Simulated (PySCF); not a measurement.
Ligands exchanged one at a time, Al NH2-H. Isolated molecules, 0 K electronic values unless said otherwise. Strings in code marks are SMILES.

All values below come from PBE-D3(BJ)/def2-TZVP // r2SCAN-D4/def2-TZVP (PySCF). Excitations are Tamm–Dancoff values on a coarser integration grid. The basis has no diffuse functions, so Rydberg states are missing or too high.

```json
[
 {"species": "0 of 3 NH2 replaced by H", "HOMO–LUMO gap (eV)": "4.78", "dipole moment (D)": "0.00", "S1–T1 gap (TDA) (eV)": "0.23", "brightest of the four lowest singlets (TDA) (eV)": "5.77", "S1 oscillator strength": "0.003"},
 {"species": "1 of 3 NH2 replaced by H (`[NH2][AlH][NH2]`)", "HOMO–LUMO gap (eV)": "5.21", "dipole moment (D)": "1.30", "S1–T1 gap (TDA) (eV)": "0.36", "brightest of the four lowest singlets (TDA) (eV)": "6.17", "S1 oscillator strength": "___"},
 {"species": "2 of 3 NH2 replaced by H", "HOMO–LUMO gap (eV)": "4.83", "dipole moment (D)": "1.38", "S1–T1 gap (TDA) (eV)": "___", "brightest of the four lowest singlets (TDA) (eV)": "5.72", "S1 oscillator strength": "0.102"},
 {"species": "3 of 3 NH2 replaced by H (`[AlH3]`)", "HOMO–LUMO gap (eV)": "___", "dipole moment (D)": "___", "S1–T1 gap (TDA) (eV)": "–", "brightest of the four lowest singlets (TDA) (eV)": "–", "S1 oscillator strength": "–"}
]
```

Question: Complete the blanks.

Answer: 
- 1 of 3 NH2 replaced by H (`[NH2][AlH][NH2]`), S1 oscillator strength: 0.000
- 2 of 3 NH2 replaced by H, S1–T1 gap (TDA) (eV): 1.32
- 3 of 3 NH2 replaced by H (`[AlH3]`), HOMO–LUMO gap (eV): 4.77
- 3 of 3 NH2 replaced by H (`[AlH3]`), dipole moment (D): 0.01
